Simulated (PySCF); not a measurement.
# P²⁺: excitation energy

P²⁺ [Ne] 3s2 3p1 (2P) → P²⁺ [Ne] 3s1 3p2 (4P), as a difference of total energies. All numbers are calculated (PySCF 2.14, the spin-free X2C one-electron Hamiltonian (Gaussian nucleus), in x2c-TZVPPall (5s5p3d1f, 42 functions)). Correlated levels: valence: [Ne] frozen; valence and next inner shell: 1s2 frozen. The calculations carry no spin-orbit coupling.

```
                                method  excitation energy (eV)
                                   UHF                   5.518
                                   LDA                   7.134
                                   PBE                   7.017
                                  PBE0                   6.828
                                r2SCAN                   6.256
                               wB97M-V                   7.393
                             CAM-B3LYP                   7.278
                                 wB97X                   6.907
                               wB97X-V                   7.082
                                  ROHF                   5.378
                         MP2 (valence)                   6.471
                     SCS-MP2 (valence)                   6.844
    MP2 (valence and next inner shell)                   6.671
SCS-MP2 (valence and next inner shell)                   6.998
```

**Question.** How much does correlation contribute at MP2 (valence and next inner shell)?

**Answer.** 6.671 − (5.518) = 1.153 eV, measured against UHF.

A first-order spin-orbit estimate (lowest level to lowest level, LS coupling) adds 0.005 eV.
